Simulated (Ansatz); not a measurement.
`FCC=C=[Se]` → `C=C=[Se]` + `[CH]F` at 600 K and 1 bar (formal loss of a carbene).

Gas-phase electronic energies from Ansatz, PBE0-D4/def2-TZVP geometries. CBS: MP2 limit from def2 TZ/QZ plus the TZ coupled-cluster correction, frozen cores. This one scheme is used for every species. For Se outer-core shells are correlated without core-valence functions, which leaves a few kJ/mol of doubt a bond. Scalar relativity is left out up to krypton. One conformer a species, not always the lowest.

```json
{"species": "`FCC=C=[Se]`", "CCSD(T)/CBS energy (Eh)": "-2616.38582", "H − E (kJ/mol)": "182.1", "S (J/(mol·K))": "401.7"}
{"species": "`C=C=[Se]`", "CCSD(T)/CBS energy (Eh)": "-2477.94723", "H − E (kJ/mol)": "107.7", "S (J/(mol·K))": "310.3"}
{"species": "`[CH]F`", "CCSD(T)/CBS energy (Eh)": "-138.29972", "H − E (kJ/mol)": "54.0", "S (J/(mol·K))": "249.2"}
```

H − E and S are ideal-gas, rigid-rotor, harmonic terms from PBE0-D4/def2-TZVP, for one conformer and one mirror image of each species. 1 Eh = 2625.50 kJ/mol, R = 8.31446 J/(mol·K).

Problem. By hand: ΔE, ΔH, ΔS and ΔG.

Solution. ΔE = (-2477.94723) + (-138.29972) − (-2616.38582) = 0.13887 Eh = 364.6 kJ/mol. Δ(H − E) = 107.7 + 54.0 − 182.1 = -20.4, so ΔH = 344.2 kJ/mol. ΔS = 310.3 + 249.2 − 401.7 = 157.8 J/(mol·K). ΔG = 344.2 − 600 × (157.8)/1000 = 249.5 kJ/mol.

Problem. By hand: the equilibrium constant, and the temperature at which ΔG would vanish if ΔH and ΔS stayed fixed.

Solution. log₁₀ K = −ΔG/(RT ln 10) = -21.7. ΔG = 0 at ΔH/ΔS = 2181 K.

The number of gas molecules changes by +1, which sets the sign of ΔS. A doubt of 5 kJ/mol in ΔE shifts log₁₀ K by 0.4 here. Other conformers and mirror images would add mixing entropy, several J/(mol·K) or more a flexible species. These are equilibria of isolated gas molecules and say nothing of rates. Largest T1 diagnostic: 0.018 (customary marks: 0.02 for closed shells, 0.045 for open ones).
